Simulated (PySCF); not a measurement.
Species: C₇H₅N₂ (doublet state).
Numbering: `[CH2:1]=[C:2]1[CH:3][C:4]([C:5]#[N:6])([C:7]#[N:8])[CH2:9]1` (hydrogens: H10, H11 on C1; H12 on C3; H13, H14 on C9)

The calculation used UKS B3LYP, pcH-1 on C H N, non-relativistic, mean-field spin-orbit, GIAO in PySCF 2.14.0. Geometry: GFN2-xTB; no solvent, vibrations or thermal averaging. The geometry wasn't refined by DFT: couplings that depend on bond lengths, twists or pyramidal angles can differ widely from those at the functional's own minimum. The SCF solution wasn't tested for stability. ⟨S²⟩ is 0.777 where a pure state has 0.75.

Task: Match the computed a_iso(13C) values +65.3, +52.4, -50.5, +41.0, -20.7, +7.9 MHz (means over equivalent nuclei) with the sites C1; C2; C3; C4; C5/C7; C9.

Result: 
| site | a_iso (MHz) | ρ(0) (bohr⁻³) | position | distance from C1 (Å) | spin population | largest \|T\| (MHz) |
| --- | --- | --- | --- | --- | --- | --- |
| C1 | +52.4 | +0.0466 | largest spin population | 0.00 | +0.68 | 100.4 |
| C2 | -50.5 | -0.0450 | 1 bond from C1 | 1.36 | -0.26 | 29.1 |
| C3 | +65.3 | +0.0581 | a main spin site | 2.54 | +0.65 | 105.9 |
| C4 | -20.7 | -0.0185 | 1 bond from C3 | 3.47 | -0.02 | 1.8 |
| C5/C7 | +41.0 | +0.0364 | 2 bonds from C3 | 4.46 | +0.01 | 3.7 |
| C9 | +7.9 | +0.0070 | 2 bonds from C3 | 2.63 | +0.02 | 1.5 |

ρ(0) is the spin density at the nucleus and T the dipolar tensor; entries for several nuclei are means. The Mulliken spin populations are largest on C1 (+0.68), C3 (+0.65) and C2 (-0.26). The positive populations add up to 1.38 and the negative ones to -0.38, together 2S = 1. The angles at C1 add up to 360.0°, so it is planar; its axial dipolar tensor and the negative couplings of its protons fit spin in a p orbital normal to that plane. Main spin sites, with 60 % or more of the largest population: C1, C3; positions count bonds from the nearest.

Hardware: one thread of an Arm Neoverse V2, no GPU, shared host. Cost: 66 s wall (with the writing of density and orbital grids), 0.97 GiB resident at most.
